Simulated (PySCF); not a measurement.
r2SCAN on Fe⁻ (iron, charge -1), [Ar] 3d7 4s2, high-spin 4F determinant. Calculation: PySCF 2.14, in x2c-QZVPPall with one added diffuse shell each of s, p, d, f, g type (12s8p6d5f3g, 128 functions); scalar relativity by spin-free X2C-1e.

```
cycle= 2 E= -1271.79305648983  delta_E= 0.666  |g|= 1.84  |ddm|= 1.42
cycle= 3 E= -1272.55566324027  delta_E= -0.763  |g|= 0.437  |ddm|= 0.749
cycle= 4 E= -1272.62908418743  delta_E= -0.0734  |g|= 0.0982  |ddm|= 0.445
cycle= 5 E= -1272.63211202696  delta_E= -0.00303  |g|= 0.0244  |ddm|= 0.0862
cycle= 6 E= -1272.63238715218  delta_E= -0.000275  |g|= 0.0136  |ddm|= 0.0392
cycle= 7 E= -1272.63245883717  delta_E= -7.17e-05  |g|= 0.00141  |ddm|= 0.0321
cycle= 8 E= -1272.6324596399  delta_E= -8.03e-07  |g|= 0.000282  |ddm|= 0.00785
cycle= 9 E= -1272.6324597497  delta_E= -1.1e-07  |g|= 6.24e-05  |ddm|= 0.00402
cycle= 10 E= -1272.63245980218  delta_E= -5.25e-08  |g|= 5e-05  |ddm|= 0.0047
cycle= 11 E= -1272.63245989129  delta_E= -8.91e-08  |g|= 0.000107  |ddm|= 0.0126
cycle= 12 E= -1272.63245992592  delta_E= -3.46e-08  |g|= 5.27e-05  |ddm|= 0.0104
cycle= 13 E= -1272.63245992871  delta_E= -2.8e-09  |g|= 6.85e-06  |ddm|= 0.00215
cycle= 14 E= -1272.63245992881  delta_E= -9.55e-11  |g|= 8.62e-07  |ddm|= 0.000479
converged SCF energy = -1272.63245992881  <S^2> = 3.8476834  2S+1 = 4.0485471
```

Highest occupied orbital energy: 2.536 eV; ⟨L²⟩ = 12.04; populations by l: s 8.00, p 12.00, d 7.00, f 0.00.

Task: Can this result be used?

Result: With care. Self-consistency was reached. ⟨S²⟩ = 3.85 against 3.75 shows spin contamination. At r2SCAN the highest occupied level has a positive energy, so only the finite basis holds that electron; in a semilocal or global hybrid functional this comes from self-interaction and does not mean that the real anion is unbound.
